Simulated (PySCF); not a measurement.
Match each property card to its molecule.

Structures:
1. `N#C[C@]12C[C@@H]3[C@H](C1)[C@@H]32`
2. `C=C(F)C#CC`
3. `FCC/C=C/C(F)(F)F`

Card P (geometry GFN2-xTB):
* Rotational constants A, B, C: 10.045, 1.753, 1.507 GHz
* Static isotropic polarisability (PBE0/def2-SVPD): 64.8 au
* Lowest singlet excitation (TDDFT PBE0/def2-SVPD): 5.57 eV (223 nm, f = 0.000)
* Dipole moment (PBE0/def2-SVPD): 2.39 D
* Lowest triplet excitation (Tamm–Dancoff) (TDA PBE0/def2-SVPD): 3.46 eV
* 13C chemical shifts (computed TMS as zero) by class (GIAO PBE0/pcSseg-1): 158.0 (1 C), 106.4 (1 C), 98.9 (1 C), 78.9 (1 C), 5.3 (1 C) ppm

Card Q (geometry GFN2-xTB):
- Rotational constants A, B, C: 4.891, 1.826, 1.669 GHz
- Static isotropic polarisability (PBE0/def2-SVPD): 74.7 au
- Lowest triplet excitation (Tamm–Dancoff) (TDA PBE0/def2-SVPD): 6.09 eV
- Isotropic shieldings of nuclei other than C and H, by class (GIAO PBE0/pcSseg-1): -38 (1 N) ppm
- Strongest line among the 8 lowest singlet transitions (TDDFT PBE0/def2-SVPD): S5 at 7.60 eV (163 nm, f = 0.020)
- 13C chemical shifts (computed TMS as zero) by class (GIAO PBE0/pcSseg-1): 124.4 (1 C), 43.1 (2 C), 40.5 (1 C), 31.6 (1 C), 18.1 (2 C) ppm

Card R (geometry GFN2-xTB):
* Rotational constants A, B, C: 3.360, 0.698, 0.661 GHz
* Static isotropic polarisability (PBE0/def2-SVPD): 65.2 au
* Point group: C1
* Isotropic shieldings of nuclei other than C and H, by class (GIAO PBE0/pcSseg-1): 254 (3 F), 411 (1 F) ppm
* Strongest line among the 6 lowest singlet transitions (TDDFT PBE0/def2-SVPD): S1 at 7.32 eV (169 nm, f = 0.480)
* Lowest singlet excitation (TDDFT PBE0/def2-SVPD): 7.32 eV (169 nm, f = 0.480)

Each SMILES stands for a single optimised conformer of the isolated species, non-relativistic unless stated. Electronic properties by PySCF. NMR classes are plain means over equivalent atoms (diastereotopic ones count apart unless rotation or inversion swaps them), as if these changed places fast.

Question: Which card belongs to which structure?

Answer: P = 2, Q = 1, R = 3. What ties each card to its structure:
- 1 (card Q), C7H7N, monoisotopic mass 105.1 u, 8 heavy atoms: 7 C in 5 classes; the least shielded carbon (124.4 ppm) is a nitrile carbon; an asymmetric top with C = 1.669 GHz, the highest such constant on the cards; polarisability 74.7 au for 56 electrons, the largest shown.
- 2 (card P), C5H5F, monoisotopic mass 84.0 u, 6 heavy atoms: 5 C in 5 classes; the least shielded carbon (158.0 ppm) is a vinylic C–F carbon; an asymmetric top with C = 1.507 GHz; polarisability 64.8 au for 44 electrons, the smallest shown; dipole 2.39 D.
- 3 (card R), C5H6F4, monoisotopic mass 142.0 u, 9 heavy atoms: point group C1; an asymmetric top with C = 0.661 GHz, the lowest such constant on the cards; polarisability 65.2 au for 72 electrons.
